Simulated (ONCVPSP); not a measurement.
**thulium (Tm): variants of one ONCV potential**

Base potential:

* Element: thulium (Tm)
* Generator: ONCVPSP 4.0.1
* Type: optimised norm-conserving Vanderbilt (ONCV)
* Functional: LDA (Perdew-Wang 92)
* Relativity: fully relativistic
* Frozen core: [Kr] 4d10 4f12
* Valence charge: 11
* Reference configuration: 5s2 5p6 5d1 6s1 (charge +1)
* Partial waves: 5s+6s: rc 1.55 bohr, ncon 4, nbas 8, qcut 6.6 1/bohr, 2 projectors; 5p: rc 1.35 bohr, ncon 5, nbas 10, qcut 7.3 1/bohr, 3 projectors, debl 2.9 Ha; 5d: rc 3.35 bohr, ncon 3, nbas 8, qcut 3.8 1/bohr, 1 projector
* Local potential: polynomial inside 1.35 bohr (lpopt 5, dvloc0 1 Ha)
* Core correction: Teter function fitted to the true core (icmod 2), fcfact 0.35

Open shells are filled in proportion to 2j + 1.

Cutoffs, loose and tight: the cutoffs (Ha) at which the residual kinetic energy of the hardest occupied pseudo-wave falls to 1 and 0.1 mHa per electron. They do not see the model core or the augmentation charge, which bear on the density cutoff. Test errors are all-electron minus pseudo excitation energies from the reference, over the configurations 5s2 5p6 5d1 6s2; 5s2 5p6 5d1 6s0; 5s2 5p6 5d0 6s0; 5s1 5p6 5d1 6s2. A dash means not determined; rows that change the core or the reference have their own tests.

A true bound ghost makes a file unfit for plane-wave use even where its test errors are small: the radial tests pick states by their node count and pass the ghost by.

```csv
change,outcome,"cutoff, loose","cutoff, tight",bound ghosts,GHOST(+) flags above zero,largest test error (meV)
base,generated,27 Ha,110 Ha,p3/2,"s, p3/2, d5/2, p1/2, d3/2",-468
"local potential polynomial inside 0.85 bohr (lpopt 4, dvloc0 2 Ha)",generated,27 Ha,110 Ha,"s, p3/2","p3/2, p1/2",-468
"local potential polynomial inside 1.35 bohr (lpopt 5, dvloc0 8 Ha)",generated,27 Ha,110 Ha,"p3/2, d5/2, d3/2","p3/2, p1/2",-514
"core correction Teter function fitted to the true core (icmod 2), fcfact 0.62",generated,27 Ha,110 Ha,p3/2,"s, p3/2, d5/2, p1/2, d3/2",-476
p: nproj 2,generated,27 Ha,110 Ha,none,"s, d5/2, d3/2",-468
"d: ncon 4, nbas 9",generated,27 Ha,110 Ha,p3/2,"s, p3/2, d5/2, p1/2, d3/2",-457
"core correction Teter function, fcfact 2.25, rcfact 1.15",generated,27 Ha,110 Ha,p3/2,"s, p3/2, d5/2, p1/2, d3/2",-438
scalar-relativistic,generated,25 Ha,55 Ha,p,"s, p, d",-509
d: qcut 5.5,generated,27 Ha,110 Ha,p3/2,"s, p3/2, p1/2",-403
```

What comes out with this change to the base: p: rc 1.32; local potential polynomial inside 1.32 bohr (lpopt 5, dvloc0 1 Ha)?

outcome: generated; cutoff, loose: 27 Ha; cutoff, tight: 112 Ha; bound ghosts: p3/2; GHOST(+) flags above zero: s, p3/2, d5/2, p1/2, d3/2; largest test error (meV): -468.
